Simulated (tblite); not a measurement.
Species: C3H13Ge2N.
Numbering: `[CH3:1][CH:2]([CH3:3])[GeH2:4][GeH2:5][NH2:6]` (hydrogens: H7, H8, H9 on C1; H10 on C2; H11, H12, H13 on C3; H14, H15 on Ge4; H16, H17 on Ge5; H18, H19 on N6)

Computed with GFN2-xTB (tblite), gas phase: L-BFGS steps from a force-field or distance-geometry start until the largest atomic force falls under 0.01 eV/Å.

Step 99: E = -539.3841 eV
```
atom  x, y, z in Å  |  force x, y, z in eV/Å
C1     -1.1568   -1.3126   -0.8406    0.064  -0.018   0.030
C2     -1.4744   -0.4134    0.3491   -0.008  -0.065   0.052
C3     -2.3772    0.7457   -0.0517    0.023   0.022   0.011
Ge4     0.2203    0.2787    1.1868    0.001   0.006   0.006
Ge5     2.0256    0.8748   -0.3175   -0.010   0.006  -0.056
N6      3.5257   -0.1474   -0.1903    0.030  -0.028  -0.007
H7     -2.0593   -1.5644   -1.3942   -0.065  -0.026   0.028
H8     -0.4720   -0.8180   -1.5316   -0.016   0.022   0.006
H9     -0.6951   -2.2427   -0.5047    0.018   0.069  -0.015
H10    -1.9893   -1.0162    1.1059   -0.018   0.070  -0.034
H11    -2.6052    1.3722    0.8125    0.020  -0.054  -0.037
H12    -1.8903    1.3690   -0.8020    0.008  -0.022  -0.013
H13    -3.3182    0.3818   -0.4681    0.064   0.010   0.016
H14    -0.1529    1.4393    2.0940    0.023  -0.059   0.006
H15     0.7681   -0.7506    2.1792   -0.082   0.037  -0.052
H16     2.5510    2.2748   -0.1060   -0.035  -0.008   0.006
H17     1.6784    0.7818   -1.7898   -0.002   0.010   0.046
H18     3.4203   -1.1210   -0.4455   -0.016   0.016  -0.003
H19     3.9916   -0.1223    0.7070    0.001   0.010   0.010
```

Step 100: E = -539.3859 eV
```
atom  x, y, z in Å  |  force x, y, z in eV/Å
C1     -1.1667   -1.3233   -0.8327    0.007  -0.023   0.020
C2     -1.4773   -0.4122    0.3494   -0.027  -0.065   0.029
C3     -2.3630    0.7559   -0.0623    0.036   0.007  -0.003
Ge4     0.2210    0.2600    1.1917    0.016   0.013   0.005
Ge5     2.0151    0.8769   -0.3165    0.014  -0.002  -0.040
N6      3.5280   -0.1274   -0.1932    0.027  -0.022  -0.012
H7     -2.0693   -1.5692   -1.3909   -0.052   0.007   0.044
H8     -0.4723   -0.8421   -1.5229    0.002   0.006   0.002
H9     -0.7259   -2.2581   -0.4851    0.066   0.054  -0.023
H10    -2.0047   -1.0026    1.1047   -0.037   0.040   0.012
H11    -2.5819    1.3943    0.7943    0.011  -0.039  -0.004
H12    -1.8644    1.3636   -0.8165    0.005  -0.005  -0.039
H13    -3.3092    0.4018   -0.4756    0.072   0.013   0.011
H14    -0.1471    1.4095    2.1146    0.024  -0.058   0.010
H15     0.7762   -0.7827    2.1672   -0.096   0.044  -0.059
H16     2.5312    2.2794   -0.1004   -0.043   0.000   0.000
H17     1.6668    0.7828   -1.7876   -0.004   0.012   0.039
H18     3.4370   -1.1024   -0.4476   -0.022   0.007  -0.007
H19     3.9968   -0.0948    0.7021    0.002   0.012   0.015
```

Step 101: E = -539.3878 eV
```
atom  x, y, z in Å  |  force x, y, z in eV/Å
C1     -1.1817   -1.3402   -0.8205   -0.020  -0.019   0.012
C2     -1.4838   -0.4103    0.3500   -0.033  -0.038  -0.001
C3     -2.3445    0.7714   -0.0786    0.055  -0.011  -0.012
Ge4     0.2222    0.2336    1.1977    0.023   0.014  -0.004
Ge5     2.0017    0.8795   -0.3144    0.055  -0.015  -0.005
N6      3.5341   -0.0984   -0.1979    0.012  -0.016  -0.014
H7     -2.0845   -1.5746   -1.3855   -0.026   0.036   0.055
H8     -0.4691   -0.8806   -1.5089   -0.023  -0.031   0.032
H9     -0.7699   -2.2816   -0.4547    0.093   0.066  -0.043
H10    -2.0302   -0.9808    1.1049   -0.046   0.011   0.046
H11    -2.5529    1.4260    0.7677    0.017  -0.037   0.014
H12    -1.8321    1.3585   -0.8397    0.007  -0.003  -0.045
H13    -3.2968    0.4305   -0.4880    0.068   0.012   0.000
H14    -0.1319    1.3664    2.1466    0.021  -0.063   0.012
H15     0.7864   -0.8323    2.1440   -0.113   0.053  -0.061
H16     2.5015    2.2865   -0.0912   -0.050   0.007  -0.007
H17     1.6509    0.7856   -1.7831   -0.007   0.012   0.014
H18     3.4638   -1.0754   -0.4509   -0.029   0.012  -0.006
H19     4.0071   -0.0545    0.6950   -0.003   0.012   0.012
```

Step 102: E = -539.3899 eV
```
atom  x, y, z in Å  |  force x, y, z in eV/Å
C1     -1.1915   -1.3499   -0.8107   -0.127   0.031   0.015
C2     -1.4865   -0.4075    0.3502   -0.008   0.011  -0.041
C3     -2.3280    0.7814   -0.0909    0.049  -0.032  -0.030
Ge4     0.2233    0.2147    1.2015    0.027   0.011  -0.052
Ge5     1.9908    0.8784   -0.3135    0.084  -0.016   0.045
N6      3.5371   -0.0787   -0.2016    0.005   0.031  -0.011
H7     -2.0945   -1.5865   -1.3752   -0.035   0.064   0.055
H8     -0.4767   -0.9016   -1.5003    0.035  -0.022  -0.015
H9     -0.7942   -2.2867   -0.4310    0.181  -0.063  -0.018
H10    -2.0478   -0.9596    1.1027   -0.084  -0.065   0.133
H11    -2.5295    1.4452    0.7467    0.008   0.017   0.074
H12    -1.8085    1.3517   -0.8570    0.040   0.039  -0.088
H13    -3.2828    0.4482   -0.4968    0.015  -0.001  -0.028
H14    -0.1175    1.3329    2.1672    0.009  -0.038   0.036
H15     0.7863   -0.8680    2.1224   -0.099   0.027  -0.030
H16     2.4774    2.2868   -0.0796   -0.050   0.025  -0.014
H17     1.6379    0.7890   -1.7781   -0.014   0.007  -0.028
H18     3.4825   -1.0559   -0.4528   -0.034  -0.035  -0.017
H19     4.0124   -0.0246    0.6893   -0.002   0.008   0.014
```

Task: Estimate the geometry and energy of step 103. (The exact step hangs on the optimiser's Hessian estimate; all steps are aligned on step 102, rigid shifts and turns removed.)

Result: E = -539.3924 eV, largest force 0.180 eV/Å
```
atom  x, y, z in Å  |  force x, y, z in eV/Å
C1     -1.2224   -1.3849   -0.7839   -0.130   0.020   0.003
C2     -1.4996   -0.4049    0.3528   -0.042   0.071  -0.045
C3     -2.2867    0.8127   -0.1250    0.111  -0.077  -0.062
Ge4     0.2259    0.1632    1.2150    0.016   0.003  -0.054
Ge5     1.9654    0.8832   -0.3089    0.141  -0.028   0.109
N6      3.5479   -0.0205   -0.2100   -0.017  -0.002  -0.012
H7     -2.1275   -1.5926   -1.3622    0.063   0.079   0.092
H8     -0.4716   -0.9816   -1.4700   -0.063  -0.090   0.080
H9     -0.8769   -2.3331   -0.3711    0.145   0.058  -0.088
H10    -2.0986   -0.9163    1.1075   -0.041  -0.039   0.091
H11    -2.4715    1.5070    0.6931    0.054  -0.018   0.053
H12    -1.7374    1.3422   -0.9046   -0.011  -0.024   0.004
H13    -3.2529    0.5086   -0.5280    0.036  -0.001  -0.045
H14    -0.0887    1.2417    2.2388    0.017  -0.072   0.009
H15     0.8038   -0.9693    2.0708   -0.133   0.063  -0.039
H16     2.4128    2.3040   -0.0691   -0.056   0.024  -0.018
H17     1.6035    0.7944   -1.7685   -0.016  -0.003  -0.066
H18     3.5348   -1.0009   -0.4609   -0.049   0.036   0.005
H19     4.0299    0.0562    0.6766   -0.026   0.001  -0.017
```

The energy changes by -0.0024 eV. The first-order estimate −F·Δx gives -0.0055 eV and the mean of the old and new forces, exact on a quadratic surface, -0.0016 eV. The step makes an angle of 88° with the force vector and moves no atom by more than 0.119 Å.

What follows is the cost of the whole relaxation. Time: 1.2 s. Hardware: one thread, Arm Neoverse V1 (aarch64), shared host with 32 logical CPUs at a one-minute load of 31.
